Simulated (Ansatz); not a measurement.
ClFGeH4SSi (`F[SiH](Cl)[S][GeH3]`), 9 atoms. Total charge 0; spin multiplicity 1. Correlated methods include outer-core shells of Ge, which these sets cover unevenly. Scalar relativity is left out up to krypton. All runs use 4 threads of an Arm Neoverse V1 on a shared host. Correlated methods freeze the cores.

Task: How many basis functions does each run have, and how long does it take in Ansatz? RKS B2PLYP (frozen core)/def2-TZVPP energy; RKS PBE0-D4/def2-QZVPP energy; RKS PBE0-D4/def2-TZVP relaxation (16 steps); RKS ωB97M-V/def2-QZVPP energy; RHF-CCSD(T)/def2-SVP energy; RKS CAM-B3LYP-D4/def2-TZVPP energy; RKS ωB97M-V/def2-SVP energy; RKS PBE0-D4/def2-SVP energy; direct RPA on PBE orbitals/def2-TZVPP energy; RKS PBE0-D4/def2-TZVP frequencies; RKS B3LYP-D4/def2-TZVPP energy and forces; RKS LC-ωPBE/def2-TZVPP energy. (Estimate.)

Result: Ansatz gave: Other jobs shared the machine, so times are rough.

| level | job | functions | wall time | peak host memory (GiB) |
| --- | --- | --- | --- | --- |
| RKS PBE0-D4/def2-SVP | energy | 120 | 1.6 s | 0.29 |
| RKS LC-ωPBE/def2-TZVPP | energy | 261 | 3.6 s | 0.61 |
| RKS CAM-B3LYP-D4/def2-TZVPP | energy | 261 | 5.5 s | 1.2 |
| RKS ωB97M-V/def2-SVP | energy | 120 | 6.5 s | 0.44 |
| direct RPA on PBE orbitals/def2-TZVPP | energy | 261 | 6.5 s | 0.63 |
| RKS B3LYP-D4/def2-TZVPP | energy and forces | 261 | 7.5 s | 1.1 |
| RKS B2PLYP (frozen core)/def2-TZVPP | energy | 261 | 7.5 s | 0.77 |
| RHF-CCSD(T)/def2-SVP | energy | 120 | 9 s | 0.57 |
| RKS PBE0-D4/def2-QZVPP | energy | 476 | 15 s | 2.5 |
| RKS ωB97M-V/def2-QZVPP | energy | 476 | 30 s | 2.9 |
| RKS PBE0-D4/def2-TZVP | relaxation (16 steps) | 214 | 82 s | 0.77 |
| RKS PBE0-D4/def2-TZVP | frequencies | 214 | 3 min | 0.77 |

B3LYP here is the variant with VWN-RPA as its local correlation; programs differ in this. LC-ωPBE has ω = 0.4 bohr⁻¹.
